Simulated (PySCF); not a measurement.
**Related systems: non-alternant PAH with 5-rings**

All values: TDA PBE0/def2-SVP, gas phase, PySCF SCF with an in-house response code, fitting set def2-universal-JFIT up to Ne and JKFIT beyond, grid level 1 (kernel 0), vertical, one conformer each, geometries GFN2-xTB; core orbitals frozen in the response, virtual orbitals above 1.5 Eh left out. The lowest 6 singlets were sought, and the brightest is taken among them. The runs took 0.6 to 2 CPU minutes each on shared server CPUs.

The basis has no diffuse functions, so the polarisability comes out too low.

```csv
system,formula,HOMO-LUMO gap / eV,S1 / eV,f(S1),HOMO / eV,polarisability / bohr³
c1ccc2c(c1)-c1cccc3cccc-2c13,C16H10,4.34,3.54,0.005,-6.29,173
Oc1ccc2c3c(cccc13)-c1ccccc1-2,C16H10O,4.14,3.48,0.066,-5.90,180
Fc1cccc2c1-c1cccc3cccc-2c13,C16H9F,4.24,3.59,0.011,-6.33,173
Oc1cccc2c1-c1cccc3cccc-2c13,C16H10O,4.03,3.48,0.072,-6.07,178
```
